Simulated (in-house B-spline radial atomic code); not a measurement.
# RPBE excitations of the titanium ion Ti⁴⁺

Method: RPBE. Computed with a B-spline radial code for spherical atoms: linear response of the closed shell [Ne] 3s2 3p6 with the functional's adiabatic kernel; scalar-relativistic (spin-free one-electron X2C), finite nucleus, no spin-orbit coupling, no double excitations, S, P, D and F terms only. Only terms of natural parity with L up to 3 were computed.

Command:
```bash
python run_td.py task.json out
```
Settings (radii: box in bohr, nucleus in fm):
```
Z                        22
electrons                18
configuration            [Ne] 3s2 3p6
hamiltonian              x2c
method                   rpbe,pbe
box_radius               19.1
rms_radius               3.5921
intervals                72
```

Run time, properties included: 0.8 s on 1 thread of Arm Neoverse N1, with other jobs on the host.

The lowest states, in the order of their Tamm-Dancoff energies; the method's threshold (minus the highest occupied level) is 89.38 eV. Labels give the largest channel, * marks a mixed state, and oscillator strengths are full-response dipole values. Semilocal kernels can invert the small singlet-triplet splittings of Rydberg terms. Energies in eV:

```tsv
state	full response	Tamm-Dancoff	oscillator strength
3p → 3d 3P	34.24	34.38	-
3p → 3d 3F	34.52	34.69	-
3p → 3d 1F	37.89	37.90	-
3p → 3d 1P	48.79	50.73	4.32
3p → 4s 3P	51.54	51.55	-
3p → 4s 1P	52.26	52.46	0.0957
3p → 4p 3S	57.50	57.53	-
3p → 4p 3D	57.94	57.96	-
3p → 4p 1D	?	?	-
3s → 3d 3D	?	?	-
```

Problem. Where does 3p → 4p 1D lie?

Solution. At 58.42 eV in full response, 58.42 eV in Tamm-Dancoff.

Problem. Where does 3s → 3d 3D lie?

Solution. At 60.05 eV in full response, 60.10 eV in Tamm-Dancoff.

Problem. How large is the singlet-triplet splitting of 3p → 3d (F terms) in Tamm-Dancoff?

Solution. 3.21 eV, from the unrounded values.

Problem. What polarisabilities and dispersion coefficient does the method give?

Solution. Dipole 1.491 bohr³, quadrupole 1.969 bohr⁵, C6 3.243 hartree·bohr⁶ for two such species.
